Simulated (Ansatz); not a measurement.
```yaml
crystal:
  periodic: [false, false, false]
  atoms:
    - {symbol: C, position_ang: [0.239115, -1.648039, 0.834637]}
    - {symbol: N, position_ang: [0.923475, -0.478909, 0.259809]}
    - {symbol: Al, position_ang: [-0.333433, 0.903066, -0.464249]}
    - {symbol: O, position_ang: [-1.014404, 1.446653, 1.023086]}
    - {symbol: O, position_ang: [0.797015, 1.933211, -1.257477]}
    - {symbol: O, position_ang: [-1.330176, -0.079750, -1.471218]}
    - {symbol: H, position_ang: [0.942404, -2.396480, 1.205181]}
    - {symbol: H, position_ang: [-0.398612, -2.083589, 0.066787]}
    - {symbol: H, position_ang: [-0.393871, -1.304609, 1.651813]}
    - {symbol: H, position_ang: [1.545049, -0.758268, -0.493050]}
    - {symbol: H, position_ang: [1.504017, -0.026751, 0.959816]}
    - {symbol: H, position_ang: [-1.960756, 1.496917, 1.137098]}
    - {symbol: H, position_ang: [0.867045, 2.854956, -1.019480]}
    - {symbol: H, position_ang: [-1.399768, 0.112393, -2.403952]}
basis:
  gaussian: {orbitals: cc-pVDZ}
magnetization: {spin_polarized: true, initial_magnetization: 2}
hamiltonian: {xc: {name: wPBEh}, pseudopotentials: {relativity: none}}
output: {forces: true}
```

```sh
$ ansatz run in.yaml --threads 4 --pin off --events-out ev --progress --plain --max-ram 11315MiB
```

It prints (some lines left out):

```
Functional definition: wPBEh
1175 factors; integrals over basis functions are off by at most 1.4e-3 eV
115 factors; integrals over basis functions are off by at most 2.6e-7 eV
mean field evaluation 1: about -15367.8990 eV, gradient 6.1e1 eV
mean field evaluation 2: about -15344.5129 eV, gradient 9.7e1 eV
mean field evaluation 4: about -15378.4579 eV, gradient 2.7e1 eV
mean field evaluation 8: about -15382.1657 eV, gradient 1.4e0 eV
mean field evaluation 16: about -15382.4912 eV, gradient 1.9e-1 eV
mean field evaluation 32: about -15382.4916 eV, gradient 1.3e-3 eV
mean field -15382.49156449 eV, -565.2961383677 hartree, gradient 9.5e-6 eV, S^2 2.007009; 9 other end points of the search recorded, 0 dependent functions left out
reference -15382.49161248 eV, -565.2961401312 hartree; 30, 28 occupied and 98, 100 virtual orbitals, 1175 factors
Total energy: -15382.49161248 eV, -565.2961401312 hartree
Atom 0 at     0.239115    -1.648039     0.834637 Å, force    -0.177977    -0.084585     0.024766 eV/Å
Atom 1 at     0.923475    -0.478909     0.259809 Å, force    -0.636671    -0.259717     0.114009 eV/Å
Atom 2 at    -0.333433     0.903066    -0.464249 Å, force    -0.761242     0.244011    -0.192774 eV/Å
Atom 3 at    -1.014404     1.446653     1.023086 Å, force     0.709699    -0.085173     1.731779 eV/Å
Atom 4 at     0.797015     1.933211    -1.257477 Å, force     1.899128    -0.551425    -1.014666 eV/Å
Atom 5 at    -1.330176    -0.079750    -1.471218 Å, force    -0.369257    -1.577265     0.141320 eV/Å
Atom 6 at     0.942404    -2.396480     1.205181 Å, force     0.309179    -0.130601     0.052946 eV/Å
Atom 7 at    -0.398612    -2.083589     0.066787 Å, force    -0.170416    -0.121871    -0.251170 eV/Å
Atom 8 at    -0.393871    -1.304609     1.651813 Å, force    -0.170094     0.133704     0.249888 eV/Å
Atom 9 at     1.545049    -0.758268    -0.493050 Å, force     0.524667    -0.214862    -0.678972 eV/Å
Atom 10 at     1.504017    -0.026751     0.959816 Å, force     0.508740     0.455867     0.600509 eV/Å
Atom 11 at    -1.960756     1.496917     1.137098 Å, force    -1.204296     0.322196     0.033011 eV/Å
Atom 12 at     0.867045     2.854956    -1.019480 Å, force    -0.134704     1.525397     0.170375 eV/Å
Atom 13 at    -1.399768     0.112393    -2.403952 Å, force    -0.326757     0.344322    -0.981020 eV/Å
Dipole moment:     0.317936    -0.484469     0.233996 e Å
```

Run time 17 s (4 threads of an Intel Xeon Platinum 8488C on a shared host); peak host memory 0.53 GiB.
